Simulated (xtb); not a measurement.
Ga(Br)(OH)(NH2) (BrGaH3NO), SMILES [Br][Ga]([OH])[NH2]. All values are semi-empirical tight-binding results from xtb (GFN2-xTB unless named), good for trends rather than for accurate numbers. Geometry: GFN2-xTB. The structure was generated by enumeration; whether it is a known compound was not checked. One conformer was computed; it need not be the lowest.

For metal compounds this method's bond lengths and energies can be far off.

Computed properties:
The orbital gap is 3.74 eV, the zero-point energy is 22.5 kcal/mol and the G − E(el) at 298.15 K (modified RRHO) is 2.0 kcal/mol.
